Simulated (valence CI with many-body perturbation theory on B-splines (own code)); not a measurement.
Valence orbitals of Eu41+

Method: configuration interaction combined with many-body perturbation theory (CI+MBPT): four valence electrons over a frozen Dirac-Fock core [Ar], radial functions for each j: 7 s, 7 p, 8 d, 6 f, 4 g, 1 h, with the one-electron correlation potential Σ1 (screened to all orders), the two-electron term Σ2, the three-electron term Σ3, Breit, model QED; selected single and double excitations, second order for the rest, scaled by the run's own slope (own B-spline code, finite nucleus).

The last digits are not significant, and no measured levels were compared; by estimate large intervals hold to a few tenths of a per cent, small ones and those within an open d or f shell to about a per cent. Only levels of the ground parity were solved; by the run's estimate the other parity begins above the list, which can be wrong where configurations are misplaced.

These are the spectroscopic orbitals of the CI (the correlating ones are not listed), shaped by the core and the other valence electrons. h is the expectation value of the core's Dirac-Fock operator, without the valence repulsion; Σ1 is computed up to l = 3 at one energy for each symmetry, that of its lowest orbital but kept below the first core excitation, so for empty shells it is not the orbital's own correlation shift; Breit and QED include the response of the core.

```tsv
Orbital	h (hartree)	Σ1 (cm⁻¹)	Breit (cm⁻¹)	QED (cm⁻¹)	⟨r⟩ (bohr)
4s1/2	-76.734	-7864	8186	6152	0.4597
5s1/2	-47.049	-3010	3954	3027	0.7485
6s1/2	-31.802	-1509	2169	1690	1.110
4p1/2	-74.316	-10507	13041	-18.8	0.4543
5p1/2	-45.853	-3823	6443	-2.5	0.7480
6p1/2	-31.127	-1882	3586	0.3	1.115
4p3/2	-72.133	-9894	7921	588	0.4693
5p3/2	-44.794	-3729	3935	299	0.7665
6p3/2	-30.534	-1859	2347	170	1.137
3d3/2	-128.93	-21748	16841	-1338	0.2042
4d3/2	-68.708	-10319	6221	-380	0.4455
5d3/2	-43.145	-3973	3032	-174	0.7536
3d5/2	-127.58	-20327	8699	-563	0.2075
4d5/2	-68.208	-9931	3241	-115	0.4495
5d5/2	-42.896	-3794	1561	-45.0	0.7585
4f5/2	-65.095	-25231	800	-248	0.4026
5f5/2	-41.464	-10030	353	-117	0.7195
4f7/2	-64.92	-21192	-142	-142	0.4044
5f7/2	-41.37	-8409	-32.3	-62.8	0.7217
5g7/2	-40.539		64.5	-31.6	0.6477
5g9/2	-40.495		-36.4	-5.3	0.6487
```

Among the shells of the start configuration 3d4, Σ1 is largest in size for 3d3/2, where it is 0.077 % of h.

Lowest root of each symmetry, sizes in configuration state functions:

| J | Parity | Roots | Reference | Variational | Second order | Change by selected CI (cm⁻¹) | Change by second order (cm⁻¹) |
| --- | --- | --- | --- | --- | --- | --- | --- |
| 0 | even | 5 | 37 | 4285 | 9170 | -11667 | 0 |
| 1 | even | 4 | 93 | 10628 | 14875 | -9791 | -1 |
| 2 | even | 8 | 133 | 16298 | 21059 | -10646 | -1 |
| 3 | even | 6 | 136 | 17281 | 25059 | -11296 | -2 |
| 4 | even | 7 | 121 | 17261 | 24170 | -11302 | -2 |
| 5 | even | 2 | 88 | 13051 | 2788 | -10428 | -3 |
| 6 | even | 2 | 56 | 10383 | 1573 | -10665 | -2 |
